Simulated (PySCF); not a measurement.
SMILES C[Si](C)(O)C#C[SiH3] (GFN2-xTB optimised geometry):

```
17

Si    -1.395     2.373     0.018
C     -0.758     0.638     0.008
C     -0.338    -0.497     0.000
Si     0.311    -2.244     0.000
C      2.207    -2.244     0.000
C     -0.430    -3.120     1.520
O     -0.092    -3.005    -1.392
H     -2.601     2.427    -0.816
H     -1.715     2.742     1.401
H     -0.358     3.256    -0.523
H      2.598    -1.728     0.871
H      2.601    -3.256     0.006
H      2.592    -1.745    -0.883
H     -0.105    -2.652     2.444
H     -0.132    -4.164     1.558
H     -1.516    -3.088     1.507
H     -1.001    -3.153    -1.637
```

Calculation: B3LYP/def2-SVP run with PySCF.

Q: What are the frontier orbital energies and the dipole moment?

A: HOMO-2 -8.25 eV, HOMO-1 -7.66 eV, HOMO -7.50 eV, LUMO -0.40 eV, LUMO+1 -0.20 eV; dipole moment 1.09 D.

On the same geometry PBE/def2-SVP (PySCF) gives HOMO-2 -7.01 eV, HOMO-1 -6.68 eV, HOMO -6.52 eV, LUMO -1.13 eV, LUMO+1 -0.94 eV; dipole moment 1.05 D.

Meta-Löwdin charges at B3LYP/def2-SVP: Si1 0.53, C2 -0.26, C3 -0.28, Si4 1.10, C5 -0.54, C6 -0.55, O7 -0.71, H8 -0.10, H9 -0.10, H10 -0.10, H11 0.11, H12 0.11, H13 0.12, H14 0.11, H15 0.11, H16 0.11, H17 0.33.
